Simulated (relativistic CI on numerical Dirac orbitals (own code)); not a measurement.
Spin-allowed bands of a d2 ion in an octahedral site, by hand

Problem. Take Δ = 18400 cm⁻¹ and B = 800 cm⁻¹ for a d2 ion in an octahedral site. Calculate the three spin-allowed bands.

Working.
1. The terms of highest spin are 3F (energy 0) and 3P (15B = 12000 cm⁻¹). Here the F term splits into A2 at +1.2Δ = 22080, T2 at +0.2Δ = 3680 and T1 at −0.6Δ = -11040 cm⁻¹.
2. The two T1 states mix through the element 0.4Δ: H = [[-11040, 7360], [7360, 12000]], with roots ½(H₁₁ + H₂₂) ∓ ½√[(H₂₂ − H₁₁)² + 4H₁₂²] = ½(960) ∓ ½(27341) = -13190 and 14150 cm⁻¹.
3. The ground term is 3T1 at -13190 cm⁻¹.
4. Bands: 3T2 16870 cm⁻¹ (593 nm), 3T1(P) 27341 cm⁻¹ (366 nm), 3A2 35270 cm⁻¹ (284 nm).

Check. Exact diagonalisation of the whole d2 shell with these parameters gives 3T2 16870, 3T1 27341, 3A2 35270 cm⁻¹. The match is exact, since without spin-orbit coupling no other term has this spin. The ratio of the second band to the first, 1.621, depends on Δ/B = 23.0 alone, which is how a Tanabe-Sugano diagram is read.
